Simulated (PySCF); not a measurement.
# F⁺ (fluorine, charge +1) across methods

[He] 2s2 2p4, high-spin 3P determinant. All numbers are calculated (PySCF 2.14, no relativity, point nucleus, in dyall-av2z).

```json
{"method": "wB97X", "E (hartree)": "-99.1060", "mean ε 2s β (eV)": "-49.891", "mean ε 2p α (eV)": "-35.151", "mean ε 2p β (eV)": "-31.484", "Σ⟨r²⟩ (bohr²)": "7.174", "⟨S²⟩": "2.003"}
{"method": "r2SCAN", "E (hartree)": "-99.0831", "mean ε 2s β (eV)": "-44.935", "mean ε 2p α (eV)": "-30.852", "mean ε 2p β (eV)": "-26.966", "Σ⟨r²⟩ (bohr²)": "7.171", "⟨S²⟩": "2.003"}
{"method": "BHandHLYP", "E (hartree)": "-99.1084", "mean ε 2s β (eV)": "-50.146", "mean ε 2p α (eV)": "-35.591", "mean ε 2p β (eV)": "-31.584", "Σ⟨r²⟩ (bohr²)": "7.170", "⟨S²⟩": "2.003"}
{"method": "PBE0", "E (hartree)": "-99.0354", "mean ε 2s β (eV)": "-47.302", "mean ε 2p α (eV)": "-32.779", "mean ε 2p β (eV)": "-28.967", "Σ⟨r²⟩ (bohr²)": "7.195", "⟨S²⟩": "2.002"}
{"method": "UHF", "E (hartree)": "-98.83525", "mean ε 2s β (eV)": "-54.257", "mean ε 2p α (eV)": "-40.718", "mean ε 2p β (eV)": "-35.559", "Σ⟨r²⟩ (bohr²)": "7.103", "⟨S²⟩": "2.005"}
{"method": "MN15", "E (hartree)": "-99.0947", "mean ε 2s β (eV)": "-48.165", "mean ε 2p α (eV)": "-33.558", "mean ε 2p β (eV)": "-30.047", "Σ⟨r²⟩ (bohr²)": "7.203", "⟨S²⟩": "2.001"}
{"method": "PBE", "E (hartree)": "-99.0218", "mean ε 2s β (eV)": "-44.489", "mean ε 2p α (eV)": "-29.885", "mean ε 2p β (eV)": "-26.393", "Σ⟨r²⟩ (bohr²)": "7.256", "⟨S²⟩": "2.002"}
{"method": "LDA", "E (hartree)": "-98.4498", "mean ε 2s β (eV)": "-44.525", "mean ε 2p α (eV)": "-30.022", "mean ε 2p β (eV)": "-26.133", "Σ⟨r²⟩ (bohr²)": "7.291", "⟨S²⟩": "2.002"}
{"method": "M06-L", "E (hartree)": "-99.1202", "mean ε 2s β (eV)": "-44.826", "mean ε 2p α (eV)": "-30.682", "mean ε 2p β (eV)": "-26.895", "Σ⟨r²⟩ (bohr²)": "7.082", "⟨S²⟩": "2.004"}
```
